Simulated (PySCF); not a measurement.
Iron: a sound run and one with changed settings

Sound run: Fe²⁺ [Ar] 3d6, Fe³⁺ [Ar] 3d5. Computed with PySCF 2.14 in x2c-TZVPall, with the spin-free X2C one-electron Hamiltonian (Gaussian nucleus). The sound run starts from symmetry-adapted Hartree-Fock orbitals and uses a fine grid where one is needed.

A second run was set up differently.

| species | method | sound run (hartree) | changed run (hartree) | converged |
| --- | --- | --- | --- | --- |
| Fe²⁺ | UHF | -1270.53749 | -1265.04221 | no |
| Fe²⁺ | MN15 | -1272.38829 | -1263.12883 | no |
| Fe²⁺ | M06-2X | -1271.71902 | -1263.92530 | no |
| Fe³⁺ | UHF | -1269.49869 | -1267.61641 | no |
| Fe³⁺ | MN15 | -1271.24550 | -1266.35658 | no |
| Fe³⁺ | M06-2X | -1270.59334 | -1266.90062 | no |

(1) What was changed?
A. all electrons correlated in a valence basis
B. a valence shell is frozen
C. too few SCF iterations
D. basis contracted for another Hamiltonian

Results:

(1) C. It used initial guess 1e, at most 2 SCF cycles. The SCF was stopped early; the energies are upper bounds that still move, and correlated levels were skipped or rest on poor orbitals.
